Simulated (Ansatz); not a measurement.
Input file for `[OH][Mo]([OH])([F])([F])=[S]`:

```yaml
crystal:
  periodic: [false, false, false]
  atoms:
    - {symbol: O, position_ang: [-1.036173, 1.444512, -0.291788]}
    - {symbol: Mo, position_ang: [-0.266996, -0.235424, -0.104839]}
    - {symbol: O, position_ang: [1.295123, -1.233550, -0.215702]}
    - {symbol: F, position_ang: [-0.682142, -0.646198, -1.847607]}
    - {symbol: F, position_ang: [0.795211, 0.724945, 1.149554]}
    - {symbol: S, position_ang: [-1.592786, -1.357063, 1.039872]}
    - {symbol: H, position_ang: [-0.628245, 2.227485, 0.090638]}
    - {symbol: H, position_ang: [2.116008, -0.924708, 0.179872]}
basis:
  gaussian: {orbitals: def2-TZVPP}
correlation: {method: ccsd_t}
```

```sh
$ ansatz run in.yaml --threads 2 --pin off --events-out ev --progress --plain --max-ram 32768MiB --backend cuda --devices 0, --max-vram 18GiB
```

Output of Ansatz, abridged:

```
Functional definition: HF
  name "HF"
  cite "Fock, Z. Phys. 61, 126 (1930) doi:10.1007/BF01340294"
  parent pbe
  exchange = exact_x
  correlation = 0
1625 factors; integrals over basis functions are off by at most 9.5e-4 eV
mean field evaluation 1: about -22167.8052 eV, gradient 8.2e1 eV
mean field evaluation 2: about -22168.1798 eV, gradient 8.2e1 eV
mean field evaluation 4: about -22179.3469 eV, gradient 1.7e1 eV
mean field evaluation 8: about -22179.9455 eV, gradient 1.6e0 eV
mean field evaluation 16: about -22179.9588 eV, gradient 4.8e-5 eV
mean field -22179.95880344 eV, -815.0984519104 hartree, gradient 2.1e-6 eV, S^2 0.000000; 0 other end points of the search recorded, 0 dependent functions left out; unrestricted orbitals would lower it
9 core orbitals not correlated: weight in the atoms' cores, before any rotation towards them, 1.000 or more for the frozen orbitals, at most 0.000 for the correlated occupied ones
reference -22179.95880344 eV, -815.0984519104 hartree; 24, 24 occupied and 217, 217 virtual orbitals, 1625 factors
second order -48.50453045 eV of doubles, -0.00000000 eV of singles
cycle   1  -43.88541356 eV  change     4.6e0 eV  update   3.6e-1
cycle   2  -46.17070847 eV  change    -2.3e0 eV  update   2.8e-1
cycle   3  -46.62796662 eV  change   -4.6e-1 eV  update   5.5e-2
cycle   4  -46.70101308 eV  change   -7.3e-2 eV  update   2.9e-2
cycle   5  -46.65342476 eV  change    4.8e-2 eV  update   1.1e-2
cycle   6  -46.64461562 eV  change    8.8e-3 eV  update   4.8e-3
cycle   7  -46.64928681 eV  change   -4.7e-3 eV  update   2.4e-3
cycle   8  -46.64873748 eV  change    5.5e-4 eV  update   1.2e-3
cycle   9  -46.64819438 eV  change    5.4e-4 eV  update   5.5e-4
cycle  10  -46.64925233 eV  change   -1.1e-3 eV  update   3.6e-4
cycle  11  -46.64915069 eV  change    1.0e-4 eV  update   1.7e-4
cycle  12  -46.64861560 eV  change    5.4e-4 eV  update   9.8e-5
cycle  13  -46.64886123 eV  change   -2.5e-4 eV  update   4.7e-5
cycle  14  -46.64873949 eV  change    1.2e-4 eV  update   3.3e-5
cycle  15  -46.64874535 eV  change   -5.9e-6 eV  update   1.7e-5
perturbative correction -2.60133761 eV, -0.0955973939 hartree
Total energy: -22229.20888640 eV, -816.9083590762 hartree
```

Hardware: 2 threads of an AMD EPYC 7R13 on a shared host and a share of an NVIDIA H100 80 GB. Wall time 16 s, peak host memory 1.1 GiB.

Correlation energy per correlated electron: -1.026 eV. T1 diagnostic: 0.0246.
